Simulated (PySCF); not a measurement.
Species: C5H4F3OP.
Geometry (GFN2-xTB, Å), atoms numbered from 1 in this order:
```
atom  x, y, z in Å
C1     2.5947   -0.2454    0.1537
C2     1.2313    0.3296   -0.0025
O3     0.2080   -0.5330    0.0896
C4    -0.9672    0.0919   -0.0627
C5    -2.1908   -0.7643    0.0241
F6    -3.2995   -0.0575   -0.2247
F7    -2.1704   -1.7811   -0.8521
F8    -2.3487   -1.3167    1.2391
C9    -0.8971    1.4323   -0.2729
P10    0.7858    1.9702   -0.2855
H11    2.7730   -1.0106   -0.6018
H12    3.3390    0.5394    0.0521
H13    2.6982   -0.7159    1.1316
H14   -1.7570    2.0604   -0.4103
```

Probes without a nucleus sit at each ring's centroid and 1 Å off its mean plane on both sides; NICS is minus the shielding there, NICSzz its component along the normal. Level: GIAO PBE0/pcSseg-1 (PySCF, non-relativistic, gas phase) on the GFN2-xTB geometry, one conformer.

Ring bond lengths (Å), with Mayer bond orders in brackets: C2–O3 1.341 (1.07), O3–C4 1.340 (1.05), C4–C9 1.359 (1.52), C9–P10 1.767 (1.14), P10–C2 1.723 (1.50).

Task: What do the NICS probes read (ppm)?

Result: 
| ring | type | NICS(0) | NICS(1), two faces | NICS(1)zz, two faces | rms pucker (Å) | centre to ring atoms, mean (Å) |
| --- | --- | --- | --- | --- | --- | --- |
| C2–O3–C4–C9–P10 | 5-membered ring with O and P; formal bonds all aromatic | -11.0 | -10.6 / -10.6 | -23.9 / -23.9 | 0.00 | 1.27 |

Task: What can be read from them?

Result: 
- C2–O3–C4–C9–P10: mean NICS(1)zz -23.9 ppm, shielded.

Task: How equal are the bonds by HOMA? HOMA = 1 − mean of α(R − Ropt)² over the ring bonds, with Krygowski's 1993 parameters (CC: Ropt 1.388 Å, α 257.7 Å⁻²; CO: Ropt 1.265 Å, α 157.38 Å⁻²; CP: Ropt 1.698 Å, α 118.91 Å⁻²).

Result: 
- C2–O3–C4–C9–P10: HOMA 0.47; the largest term is that of C2–O3, α(R − Ropt)² = 0.92.

Task: What are the shieldings of the ring atoms and their hydrogens in the same run (means over atoms taken as equivalent)?

Result: 
```json
{"atoms": "C2", "environment": "substituted aromatic carbon", "σ isotropic (ppm)": "-23.5", "principal values of the symmetric part, first atom (ppm)": "-182.9, 25.4, 87.0"}
{"atoms": "O3", "environment": "furan-type oxygen", "σ isotropic (ppm)": "-19.2", "principal values of the symmetric part, first atom (ppm)": "-220.4, -56.7, 219.3"}
{"atoms": "C4", "environment": "substituted aromatic carbon", "σ isotropic (ppm)": "32.4", "principal values of the symmetric part, first atom (ppm)": "-47.6, 55.6, 89.3"}
{"atoms": "C9", "environment": "aromatic CH carbon", "σ isotropic (ppm)": "50.3", "principal values of the symmetric part, first atom (ppm)": "-54.5, 43.7, 161.6"}
{"atoms": "P10", "environment": "phosphorus bonded to 2 C", "σ isotropic (ppm)": "197.0", "principal values of the symmetric part, first atom (ppm)": "-6.4, 157.1, 440.3"}
{"atoms": "H14", "environment": "aromatic hydrogen", "σ isotropic (ppm)": "23.97", "principal values of the symmetric part, first atom (ppm)": "21.6, 22.8, 27.5"}
```
